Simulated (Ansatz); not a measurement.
One change: `CC1(Cl)C[SiH2]1` becomes `CC1C[SiH2]1`.

Ansatz, PBE0-D4/def2-TZVP geometries, multiplicity 1. 

| property | `CC1(Cl)C[SiH2]1` |
| --- | --- |
| LUMO energy (ωB97M-V/def2-TZVPP) / eV | 1.50 |
| LUMO energy (PBE0/def2-TZVPP) / eV | -0.19 |
| size of the dipole moment (B3LYP/def2-TZVPP) / D | 1.95 |
| HOMO energy (B3LYP/def2-TZVPP) / eV | -6.67 |
| HOMO–LUMO gap (PBE0/def2-TZVPP) / eV | 6.68 |
| size of the dipole moment (PBE/def2-TZVPP) / D | 1.81 |

Problem. What does the change do to each property? (Estimate.)

Solution. The calculation gave: 
| property | `CC1C[SiH2]1` | shift |
| --- | --- | --- |
| LUMO energy (ωB97M-V/def2-TZVPP) / eV | 1.93 | 0.43 |
| LUMO energy (PBE0/def2-TZVPP) / eV | 0.31 | 0.50 |
| size of the dipole moment (B3LYP/def2-TZVPP) / D | 0.21 | -1.74 |
| HOMO energy (B3LYP/def2-TZVPP) / eV | -6.50 | 0.17 |
| HOMO–LUMO gap (PBE0/def2-TZVPP) / eV | 7.00 | 0.32 |
| size of the dipole moment (PBE/def2-TZVPP) / D | 0.35 | -1.46 |

With PBE0 the HOMO rises by 0.18 eV and the LUMO rises by 0.50 eV, so the gap widens by about 0.32 eV. PBE moves the HOMO by 0.14 eV and ωB97M-V by 0.17 eV. Dipoles are sizes alone; their direction can turn.

B3LYP here is the variant with VWN-RPA as its local correlation; programs differ in this.
